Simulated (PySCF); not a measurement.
**Vertical excitation energies**

Compound: C5H10SSi.
SMILES: `C/C=C\C=C/S[SiH3]`

Computed with TDDFT CAM-B3LYP/def2-SVPD, vertical, gas phase, core orbitals frozen in the response in PySCF 2.14.0, density-fitted response routines. Geometry: GFN2-xTB, one conformer, isolated molecule. Torsions of this conformer, `[CH3:1]/[CH:2]=[CH:3]\[CH:4]=[CH:5]/[S:6][SiH3:7]`: C2–C3–C4–C5 180°, C4–C5–S6–Si7 180°.

**Question.** List the vertical singlet excitations with oscillator strengths and describe the spectrum.

**Answer.** 

| state | E (eV) | λ (nm) | f | \|μ\| (D) | symmetry | main configurations (H = HOMO, L = LUMO) |
| --- | --- | --- | --- | --- | --- | --- |
| S1 | 4.87 | 254.6 | 0.693 | 6.13 | A′ | H→L (97%) |
| S2 | 5.24 | 236.7 | 0.0039 | 0.44 | A″ | H→L+1 (80%) |
| S3 | 5.64 | 219.8 | 0.0017 | 0.28 | – | H→L+2 (59%), H→L+5 (12%) |
| S4 | 6.06 | 204.6 | 0.015 | 0.81 | A″ | H→L+3 (65%), H→L+2 (13%), H→L+4 (12%) |
| S5 | 6.21 | 199.6 | 0.0059 | 0.50 | A″ | H→L+4 (63%), H→L+6 (12%), H→L+5 (9%) |
| S6 | 6.40 | 193.9 | 0.0052 | 0.46 | A″ | H→L+5 (32%), H→L+2 (14%), H→L+4 (12%) |
| S7 | 6.51 | 190.3 | 0.218 | 2.97 | A′ | H-1→L (92%) |
| S8 | 6.59 | 188.2 | 0.0006 | 0.16 | – | H→L+6 (54%), H→L+5 (30%) |

Triplets, Tamm–Dancoff:

```csv
state,E (eV),λ (nm),"main configurations (H = HOMO, L = LUMO)"
T1,2.88,430.4,H→L (88%)
T2,4.78,259.3,"H-1→L (50%), H→L+11 (15%), H-3→L (12%)"
T3,5.03,246.3,H→L+1 (75%)
```

The lowest singlet comes at 255 nm (470 kJ/mol) in the ultraviolet; it is strong; its leading configuration is HOMO→LUMO (97%). The lowest level is also the most intense of those listed (f = 0.693). Löwdin shares by element: HOMO carbon 49% or more, sulfur 28% (atoms not listed hold the other 23%); LUMO carbon 72% or more (atoms not listed hold the other 28%). Orbital energies (eV): HOMO-3 -11.05, HOMO-2 -9.90, HOMO-1 -9.08, HOMO -7.11, LUMO 0.21, LUMO+1 0.85, LUMO+2 1.15. The listed states span 1.72 eV. Weighted by f, the mean energy of these states is 5.29 eV. No computed singlet lies in the visible range (380 to 750 nm); the lowest, at 255 nm, stands 1.61 eV above its violet end (3.26 eV); a Tamm–Dancoff triplet lies at 430 nm, without intensity as long as spin–orbit coupling is left out. Symmetry labels in Cs follow from the direction of the transition dipole and are given only for states with f of 0.002 or more. Only the lowest 8 singlets were computed, as vertical energies without vibronic structure.
